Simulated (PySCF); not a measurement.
Z-matrix (Å, degrees):
```
C
O 1 1.1788
O 1 1.3160 2 130.93
H 3 0.9754 1 109.31 2 0.00
```
Charge 0, spin multiplicity 2.

What total energy, highest occupied spin orbital and dipole moment does ωB97X-D3(BJ)/def2-TZVP // PBE0-D3(BJ)/def2-TZVP (PySCF) give?


```json
{
  "total_energy": "-189.2103 Ha",
  "highest_occupied_spin_orbital": "-9.59 eV",
  "dipole_moment": "2.09 D"
}
```
